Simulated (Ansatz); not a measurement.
`CS[SiH](F)Cl` → H• + `CS[Si](F)Cl`• at 700 K and 1 bar (homolysis of the H–Si bond).

Isolated molecules relaxed with PBE0-D4/def2-TZVP in Ansatz; ΔE leaves out vibrations. CCSD(T)/CBS adds triple-zeta CCSD(T) − MP2 to the extrapolated MP2 energy (def2 sets, frozen cores). This one scheme is used for every species, atoms too. Open shells (•) are unrestricted, without spin–orbit coupling. One conformer a species, not always the lowest.

```json
{"species": "`CS[SiH](F)Cl`", "CCSD(T)/CBS energy (Eh)": "-1287.03339", "H − E (kJ/mol)": "214.4", "S (J/(mol·K))": "472.8"}
{"species": "H•", "CCSD(T)/CBS energy (Eh)": "-0.50000", "H − E (kJ/mol)": "14.6", "S (J/(mol·K))": "132.5"}
{"species": "`CS[Si](F)Cl`•", "CCSD(T)/CBS energy (Eh)": "-1286.37384", "H − E (kJ/mol)": "185.8", "S (J/(mol·K))": "473.9"}
```

H − E and S are ideal-gas, rigid-rotor, harmonic terms from PBE0-D4/def2-TZVP, for one conformer and one mirror image of each species, with the whole ground term of open shells counted as degenerate. 1 Eh = 2625.50 kJ/mol, R = 8.31446 J/(mol·K).

**Question.** By hand: ΔE, ΔH, ΔS and ΔG.

**Answer.** ΔE = (-0.50000) + (-1286.37384) − (-1287.03339) = 0.15955 Eh = 418.9 kJ/mol. Δ(H − E) = 14.6 + 185.8 − 214.4 = -14.0, so ΔH = 404.9 kJ/mol. ΔS = 132.5 + 473.9 − 472.8 = 133.6 J/(mol·K). ΔG = 404.9 − 700 × (133.6)/1000 = 311.4 kJ/mol.

**Question.** By hand: the equilibrium constant, and the temperature at which ΔG would vanish if ΔH and ΔS stayed fixed.

**Answer.** log₁₀ K = −ΔG/(RT ln 10) = -23.2. ΔG = 0 at ΔH/ΔS = 3031 K, far beyond where these terms or the molecules hold.

The number of gas molecules changes by +1, which sets the sign of ΔS. A doubt of 5 kJ/mol in ΔE shifts log₁₀ K by 0.4 here. Other conformers and mirror images would add mixing entropy, several J/(mol·K) or more a flexible species. Modes under 60 cm⁻¹, often nearly free rotors, make the harmonic entropy too high. These are equilibria of isolated gas molecules and say nothing of rates. Largest T1 diagnostic: 0.013 (customary marks: 0.02 for closed shells, 0.045 for open ones).
